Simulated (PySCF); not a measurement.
Job file and geometry (Å, from GFN2-xTB) of an NMR shielding run on `[AlH2][N]1CCCC1`, C4H10AlN, PySCF 2.14.0, density-fitted response routines, GIAO PBE0/pcSseg-1 NMR shielding, non-relativistic, gas phase; density fitting, a coarse starting grid and PySCF grid level 2 are the driver's defaults:

```
$ OMP_NUM_THREADS=1 python probes_run.py task.json out

{"job": {"kind": "nmr", "xc": "PBE0", "basis": "pcSseg-1"}, "charge": 0, "multiplicity": 1}
Al     2.339214     0.374416     0.890615
N      0.821671     0.191270    -0.038908
C     -0.231831     1.179296    -0.248733
C     -1.537053     0.439084     0.085979
C     -1.200587    -1.043588    -0.161349
C      0.262587    -1.019705    -0.630964
H      2.373055     0.119733     2.412899
H      3.654044     0.791833     0.196931
H     -0.249995     1.499425    -1.299120
H     -0.061419     2.056769     0.379179
H     -2.359065     0.784347    -0.539108
H     -1.805940     0.600277     1.128856
H     -1.289592    -1.613595     0.762411
H     -1.850221    -1.495134    -0.909501
H      0.296229    -0.958905    -1.727154
H      0.831306    -1.896578    -0.313443
```

Question: What does the program print?

Answer: 
```
coarse grid: 13232 points
cycle   1  E = -455.1189549539  dE =  5.228e-01  |g| = 4.412e-01  |ddm| = 3.557e+00
cycle   2  E = -455.0767460177  dE =  4.221e-02  |g| = 6.289e-01  |ddm| = 1.156e+00
cycle   3  E = -455.1680128702  dE = -9.127e-02  |g| = 7.105e-02  |ddm| = 7.667e-01
cycle   4  E = -455.1688982138  dE = -8.853e-04  |g| = 3.062e-02  |ddm| = 8.635e-02
cycle   5  E = -455.1691079293  dE = -2.097e-04  |g| = 7.171e-03  |ddm| = 3.192e-02
cycle   6  E = -455.1691185506  dE = -1.062e-05  |g| = 9.967e-04  |ddm| = 6.183e-03
cycle   7  E = -455.1691187491  dE = -1.985e-07  |g| = 4.058e-04  |ddm| = 1.012e-03
final grid: 121440 points
cycle   8  E = -455.2036570430  dE = -2.851e-05  |g| = 7.703e-03  |ddm| = 2.535e-02
cycle   9  E = -455.2036461426  dE =  1.090e-05  |g| = 1.026e-02  |ddm| = 1.707e-02
cycle  10  E = -455.2036722858  dE = -2.614e-05  |g| = 8.057e-04  |ddm| = 9.921e-03
cycle  11  E = -455.2036723970  dE = -1.113e-07  |g| = 3.247e-04  |ddm| = 9.288e-04
cycle  12  E = -455.2036724187  dE = -2.162e-08  |g| = 3.500e-05  |ddm| = 3.060e-04
cycle  13  E = -455.2036724189  dE = -2.675e-10  |g| = 6.566e-06  |ddm| = 5.873e-05
converged SCF energy = -455.2036724189

GIAO shielding tensors (ppm)
atom      isotropic    diamagn.    paramagn.     s11        s22        s33       span
  0 Al     337.677     795.529    -457.852    246.528    381.718    384.784    138.257
  1 N      216.255     327.494    -111.239    160.177    242.136    246.452     86.276
  2 C      136.234     243.084    -106.850     99.937    140.160    168.604     68.668
  3 C      158.990     247.782     -88.792    133.188    166.354    177.428     44.240
  4 C      158.780     247.741     -88.961    133.213    165.796    177.331     44.119
  5 C      136.087     243.106    -107.020     99.978    139.943    168.339     68.361
  6 H       26.699      29.494      -2.795     23.033     25.162     31.901      8.868
  7 H       26.521      29.040      -2.519     23.228     24.418     31.916      8.688
  8 H       28.943      29.333      -0.389     22.427     27.688     36.716     14.289
  9 H       28.353      29.979      -1.627     23.421     27.039     34.599     11.178
 10 H       30.066      29.549       0.518     25.209     27.618     37.373     12.164
 11 H       30.115      30.113       0.002     24.848     27.959     37.540     12.692
 12 H       30.128      30.127       0.001     24.857     27.972     37.557     12.701
 13 H       30.057      29.535       0.521     25.215     27.595     37.360     12.145
 14 H       28.953      29.340      -0.387     22.463     27.678     36.717     14.254
 15 H       28.355      29.980      -1.625     23.428     27.025     34.611     11.182
```

Size and cost of the density-fitted run: 159 basis functions, 21 s wall time on 1 thread of an Arm Neoverse V1, shared host; peak memory 0.73 GiB.
